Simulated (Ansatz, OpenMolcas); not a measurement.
## Worked example: MgCl2 + SiHCl2 → MgCl + SiHCl3

Gas-phase species: MgCl2 `[Cl][Mg][Cl]`, singlet; SiHCl2 `Cl[SiH]Cl`, doublet; MgCl, doublet; SiHCl3 (trichlorosilane) `Cl[SiH](Cl)Cl`, singlet. A radical takes Cl: the energy is the difference in strength between the Mg–Cl bond broken and the Si–Cl bond made.

Shapes, held fixed at every level: PBE0-D4/def2-TZVP. Programs: Ansatz 0.2.0, OpenMolcas 26.06. A level may come from different programs for different species; with the same settings they agree closely. The zero-point and thermal change to 298 K, harmonic and unscaled (PBE0-D4/def2-TZVP), is +2.4 kJ/mol.

At CCSD(T)/def2-TZVPP; 1 Eh = 2625.50 kJ/mol:

| species | energy (Eh) |
| --- | --- |
| MgCl2 | -1119.423102 |
| SiHCl2 | -1209.153453 |
| MgCl | -659.587801 |
| SiHCl3 | -1668.992071 |

Q: Work out ΔH(298 K) of the reaction at this level.

A: 
1. Products less reactants: (-659.587801) + (-1668.992071) − [(-1119.423102) + (-1209.153453)] = -0.003317 Eh = -8.7 kJ/mol.
2. With the thermal change: -8.7 + (+2.4) = -6.3 kJ/mol.

Other levels give -3.4 (CCSD/def2-TZVPP) to +17.2 kJ/mol (B3LYP/6-31G* (spherical functions)). No measured value is set beside it here. Open shells run unrestricted. Outer-core shells of Mg are correlated, in sets that cover them unevenly. Sets without diffuse functions underbind ionic bonds of s-block metals. The levels disagree on the sign, so it isn't settled. The median of the other correlated levels is +1.6 kJ/mol.
